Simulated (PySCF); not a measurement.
C4H7, doublet, geometry from GFN2-xTB. Base run: B3LYP/6-31G* in PySCF.

Geometry (Å):
```xyz
11

C     -0.5833     1.3732     0.1461
C     -0.0594     0.1964     0.0207
C      1.4265    -0.0445    -0.0149
C     -0.8855    -1.0766    -0.1048
H     -1.5449     1.8254     0.1998
H      1.9712     0.8905     0.0778
H      1.7167    -0.7053     0.8010
H      1.7040    -0.5241    -0.9528
H     -1.9490    -0.8568    -0.0744
H     -0.6502    -1.5693    -1.0466
H     -0.6375    -1.7511     0.7129
```
Charge 0, spin multiplicity 2.
Orbitals are unrestricted.
All else is at PySCF's defaults.

The base run was repeated with changes; each row names its change, and settings that it needs were set with it.

| change | basis functions | E (Eh) | HOMO (eV) | dipole (D) |
|---|---|---|---|---|
| base | 70 | -156.53446 | -5.89 | 0.89 |
| basis = cc-pVDZ-DK; relativity = spin-free X2C; nucleus = Gaussian (with mol.nucmod = 'G') | 91 | -156.60290 | -6.03 | 0.96 |
| basis = cc-pVDZ-DK; relativity = none | 91 | -156.54081 | -6.03 | 0.96 |
| basis = ANO-RCC-VDZP; relativity = spin-free X2C; nucleus = Gaussian (with mol.nucmod = 'G') | 91 | -156.65292 | -6.03 | 0.93 |
| basis = ANO-RCC-VDZP; relativity = spin-free X2C | 91 | -156.65293 | -6.03 | 0.93 |
| basis = ANO-RCC-VDZP; relativity = none | 91 | -156.58829 | -6.04 | 0.93 |
| basis = cc-pVDZ-DK; relativity = spin-free X2C | 91 | -156.60291 | -6.03 | 0.96 |

Total energies compare only within one method and basis.

Open shells are given as the SCF converged; they aren't shown to be the lowest states, and a large step between rows can be another state.

Basis sets contracted for a relativistic Hamiltonian are a mismatch without it, so the rows without relativity aren't non-relativistic limits. No row has spin-orbit coupling; sets with core potentials leave out the core electrons.
